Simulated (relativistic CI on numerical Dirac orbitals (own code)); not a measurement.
Computed by Dirac-Coulomb-Breit CI, separate exchange-only KLI orbitals for each configuration, model QED (radiative potential, 1s self-energy scaled to tabulated hydrogen-like ionisation energies), unscaled Slater integrals (own radial code, finite nucleus).

Configuration list (outside the closed core [Ne]): 3s, 3p, 3d, 4s, 4p, 4d, 4f, 5s, 5p, 5d, 5f, 5g, 6s, 6p, 6d, 7s, 7p. Levels of other configurations are missing.

At this charge energies of transitions that change n are usually good to better than 1 %, and those within a shell (Δn = 0) to a few per cent.

Outline of the computed level scheme of La XLVII. Lowest level of each configuration: 3s 2S_1/2 at 0.00 eV; 3p 2P°_1/2 at 108.24 eV; 3d 2D_3/2 at 354.30 eV; 4s 2S_1/2 at 1731.33 eV; 4p 2P°_1/2 at 1776.09 eV; 4d 2D_3/2 at 1872.44 eV; 4f 2F°_5/2 at 1910.47 eV; 5s 2S_1/2 at 2501.09 eV; 5p 2P°_1/2 at 2523.61 eV.

Some strong electric-dipole decays among the lowest 15 levels: 4f 2F°_7/2 → 3d 2D_5/2 (7.1e+13 s⁻¹); 4f 2F°_5/2 → 3d 2D_3/2 (6.7e+13 s⁻¹); 4d 2D_5/2 → 3p 2P°_3/2 (3.4e+13 s⁻¹); 4d 2D_3/2 → 3p 2P°_1/2 (2.8e+13 s⁻¹); 4p 2P°_1/2 → 3s 2S_1/2 (1.7e+13 s⁻¹); 4p 2P°_3/2 → 3s 2S_1/2 (1.3e+13 s⁻¹); 4s 2S_1/2 → 3p 2P°_3/2 (1.2e+13 s⁻¹); 5p 2P°_1/2 → 3s 2S_1/2 (9.2e+12 s⁻¹).
